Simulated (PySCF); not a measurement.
Run record: geometry optimisation, `[CH3][Tl]([CH3])[CH3]`.

Method: PBE0-D3(BJ)/def2-SVP geometry optimisation, gas phase, def2 core potentials past Kr (PySCF 2.14.0). Start geometry: GFN2-xTB. The input is one job of a driver script: a line of settings, then coordinates in Å.

Input:
```
{"job": {"xc": "PBE0", "basis": "def2-SVP", "d3": "d3bj", "grid": 1, "maxiter": 30, "shake": 0.01, "kind": "geom"}, "charge": 0, "multiplicity": 1}
C     -0.461970     2.254070    -0.149210
Tl    -0.004720    -0.004530     0.023840
C      2.201800    -0.718640     0.144690
C     -1.707060    -1.556830     0.009150
H     -0.407830     2.571230    -1.206290
H      0.217760     2.873920     0.422110
H     -1.478050     2.492950     0.192130
H      2.430050    -1.146130     1.125000
H      2.906960     0.113940     0.018280
H      2.406930    -1.477520    -0.590520
H     -2.652640    -1.131380     0.439880
H     -1.937540    -1.850770    -1.007810
H     -1.507850    -2.437200     0.568420
```

Q: What does the run print?

A: 
```
step   0  E = -291.94094712  max force = 0.034619
step   1  E = -291.94917977  max force = 0.005832
step   2  E = -291.94943201  max force = 0.002452
step   3  E = -291.94950588  max force = 0.000494
step   4  E = -291.94951380  max force = 0.000338
optimisation converged
```

Energies in Eh; «max force» is the largest Cartesian gradient component in Eh/bohr.

Q: Give the first gradient maximum in eV/Å.

A: With 1 Eh/bohr = 51.422 eV/Å, 1.780 eV/Å.

Q: How much energy does the optimisation release, in kcal/mol?

A: E(step 0) − E(last step) = 0.008567 Eh, which is 5.4 kcal/mol.

Main results: final energy -291.94951 Eh after 4 steps; dipole 0.07 D.

Q: Where do the atoms end?

A: 0.110 Å rms from the input after alignment:
```
atom  x, y, z in Å
C1    -0.4573    2.1704   -0.1467
Tl2    0.0112   -0.0010    0.0169
C3     2.1212   -0.6947    0.1450
C4    -1.6611   -1.4717    0.0180
H5    -0.3817    2.4626   -1.2055
H6     0.2644    2.7642    0.4313
H7    -1.4776    2.3742    0.2056
H8     2.2909   -1.1324    1.1401
H9     2.8192    0.1385   -0.0102
H10    2.3003   -1.4738   -0.6101
H11   -2.5684   -1.0167    0.4384
H12   -1.8639   -1.7663   -1.0233
H13   -1.3915   -2.3698    0.5904
```

On an Arm Neoverse V2 with one thread, shared host with 96 logical CPUs at a one-minute load of 35, this took 26 s wall and 0.50 GiB of memory at its peak.
Labels such as C1 count atoms from 1, the log's own numbers from 0.
